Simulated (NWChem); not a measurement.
# SbF$_{4}$, doublet; SMILES [F][Sb]([F])([F])[F]

Computed with NWChem. Spin-unrestricted. In the optimisation the excess spin sits in a1 (C2v, its own frame). This spin state was assumed; another may lie lower. No stability test was run on the SCF state. B3LYP is NWChem's, with the RPA form of VWN correlation. The level has its own optimisation; frequencies are unscaled.

Estimate the computed values for B3LYP/3-21G (all-electron, non-relativistic). Quantities: highest harmonic frequency (cm⁻¹); lowest (cm⁻¹); zero-point energy (kcal/mol).

highest harmonic frequency (cm⁻¹): 710
lowest (cm⁻¹): 104
zero-point energy (kcal/mol): 4.9
